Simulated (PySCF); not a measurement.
# What a mistake does to a calculation on B2H6NSi cation

All numbers below are calculated, not measured. The program is PySCF 2.14.0, an open-source quantum chemistry code, run on an isolated molecule that a program drew, which may never have been made. The molecule is B2H6NSi cation (charge +1, singlet), drawn as the SMILES string `B[Si+](B)N`.

Each row is a Hartree-Fock (HF) and frozen-core CCSD(T) single point in the cc-pV(D+d)Z basis, meant for a local HF minimum. Run 1 is clean. Each other run has one planted mistake out of seven kinds, and not every kind appears here: one electron removed, one electron added, multiplicity raised by two, geometry at a saddle point, minimal basis STO-3G, one bond length entered in bohr, all coordinates scaled. The reference is restricted for singlets and unrestricted otherwise, and also for a bond in bohr. Adding or removing an electron swaps singlet and doublet. Electrons count all cores. HOMO and LUMO are orbital energies over both spins, the gradient is its largest component, and the lowest frequency (negative if imaginary) is given only where the gradient is small. Bond lengths are over the 9 bonds as drawn. T1 is the CCSD diagnostic: over 0.02 (restricted) or 0.045 (unrestricted) a single reference is doubtful.

Geometry of the clean run:
```xyz
10
B2H6NSi cation, angstrom
B    -3.4508    0.4130    2.0899
Si   -1.6999    0.0943    1.0893
B    -0.1635    1.4240    0.8912
N    -1.5083   -1.3799    0.3716
H    -4.3648    0.9023    1.5048
H    -3.5157    0.1175    3.2412
H    -0.1605    2.1623   -0.0426
H     0.6888    1.4439    1.7221
H    -2.1912   -2.1178    0.4006
H    -0.6937   -1.6549   -0.1504
```

| run | electrons | basis functions | <S^2> | HOMO (eV) | LUMO (eV) | gradient (hartree/bohr) | lowest frequency (cm^-1) | mean bond (Å) | longest bond (Å) | T1 | HF (hartree) | CCSD(T) (hartree) | mistake |
|---|---|---|---|---|---|---|---|---|---|---|---|---|---|
| 1 | 36 | 95 | 0.000 | -16.33 | -4.47 | 2.0e-05 | 88 | 1.3897 | 2.042 | 0.0152 | -395.97255 | -396.44359 | no fault |
| 2 | 36 | 30 | 0.000 | -15.33 | -0.40 | 2.6e-02 | - | 1.3897 | 2.042 | 0.0231 | -391.38339 | -391.58891 | minimal basis STO-3G |
| 3 | 35 | 95 | 0.805 | -23.00 | -14.09 | 6.3e-02 | - | 1.3897 | 2.042 | 0.0216 | -395.41333 | -395.86541 | one electron removed |
| 4 | 36 | 95 | 0.000 | -16.53 | -4.54 | 2.6e-02 | - | 1.3480 | 1.980 | 0.0141 | -395.96406 | -396.43030 | all coordinates scaled |
| 5 | 36 | 95 | 0.908 | -13.19 | -5.05 | 8.3e-03 | - | 1.5915 | 3.858 | 0.0392 | -395.86995 | -396.32309 | ? |
| 6 | 36 | 95 | 0.000 | -16.24 | -5.45 | 4.0e-05 | -131 | 1.3937 | 2.062 | 0.0177 | -395.96868 | -396.44185 | ? |

**Which mistake was planted in run 5, and what did it cost?**

The mean bond changes by a factor of 1.145 and the longest by 1.889, so the molecule wasn't scaled as a whole. A length L in bohr read as angstrom grows by (1/0.5292 - 1) L = 0.890 L. The 9 bonds together grew by 9 x 0.2018 = 1.816 Å, which gives L = 2.041 Å. That is the length of one of the B-Si bonds, 2.042 Å in the clean geometry. So the mistake is: one bond length entered in bohr. Subtracting run 1 and multiplying by 627.51 kcal/mol a hartree, the energy moved by 64.4 kcal/mol in HF and 75.6 kcal/mol in CCSD(T).

**Which mistake was planted in run 6, and what did it cost?**

The gradient is small, so the point is stationary, but the lowest frequency is imaginary (-131 cm^-1). So the mistake is: geometry at a saddle point. Subtracting run 1 and multiplying by 627.51 kcal/mol a hartree, the energy moved by 2.4 kcal/mol in HF and 1.1 kcal/mol in CCSD(T).

Cautions from the logs. Run 2: T1 is over the limit, so its CCSD(T) energy is less reliable.
